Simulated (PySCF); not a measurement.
# Cu(3+) (copper, charge +3) across methods

[Ar] 3d8, high-spin 3F determinant. Calculation: PySCF 2.14, in ANO-RCC-VTZP; the spin-free X2C one-electron Hamiltonian (Gaussian nucleus). The B2PLYP total includes its PT2 part (frozen core); its orbital energies are those of the SCF part.

```
   method  E (hartree)  mean ε 3p β (eV)  mean ε 3d α (eV)  mean ε 3d β (eV)  Σ⟨r²⟩ (bohr²)   ⟨S²⟩
     PBE0    -1652.133           -121.05           -53.138           -51.041          12.86  2.001
   B2PLYP    -1652.090           -126.09           -56.466           -54.172          12.81  2.001
      PBE    -1652.095           -116.13           -49.868           -47.985          12.98  2.001
      UHF  -1651.02280           -134.49           -62.008           -59.185          12.67  2.002
CAM-B3LYP    -1652.466           -122.17           -54.595           -52.614          12.94  2.001
      LDA    -1649.402           -116.22           -50.169           -48.085          13.02  2.001
   M06-2X    -1652.407           -125.76           -56.663           -54.174          12.83  2.002
```

Task: Estimate the same row for r2SCAN.

Result: E (hartree) = -1652.348; mean ε 3p β (eV) = -117.73; mean ε 3d α (eV) = -50.342; mean ε 3d β (eV) = -48.507; Σ⟨r²⟩ (bohr²) = 12.84; ⟨S²⟩ = 2.001.
